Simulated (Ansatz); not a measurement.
Li₂Si₄, relaxed as a singlet with RKS B3LYP-D4/def2-SVP in Ansatz, starting from the GFN2-xTB geometry. Force threshold 0.02 eV/Å.

The restricted singlet is unstable towards broken spin symmetry in Hartree–Fock (as tested in another run); at B3LYP-D4/def2-SVP this wasn't settled. Another isomer (singlet) lies 0.52 eV lower at PBE0-D4/def2-TZVP; other spin states weren't run for this one.

Start:

```xyz
6

Li   -0.542    1.490    2.907
Li   -0.189    0.510    0.934
Si   -0.151   -1.640   -0.558
Si    0.563    0.510   -1.592
Si   -1.617   -0.112   -1.399
Si    1.936   -0.758   -0.292
```

Q: Estimate the energy that the relaxation releases and the steps that it takes.

A: 58.4 kcal/mol, in 18 steps; 51 s on 4 threads of Arm Neoverse N1 on a shared host. No frequencies were taken in this run, so the end may be a saddle point.

Q: Does the start keep its bonding?

A: Bonds lost: Li1–Li2 (atoms count from 1). Bonds formed: Li1–Si6 (atoms count from 1).

Q: Predict the relaxed structure.

A: 
```xyz
6

Li    1.0756    0.9218    2.8358
Li   -1.4060    0.7525    0.4809
Si   -0.2533   -1.4922   -0.3756
Si    0.4913    0.5885   -1.3686
Si   -1.2567   -0.6215   -2.2758
Si    1.3491   -0.1492    0.7033
```
Bond lengths (bridged metal pairs left out): 5 × Si–Si 2.31 to 2.42 Å; 3 × Li–Si 2.40 to 2.66 Å.
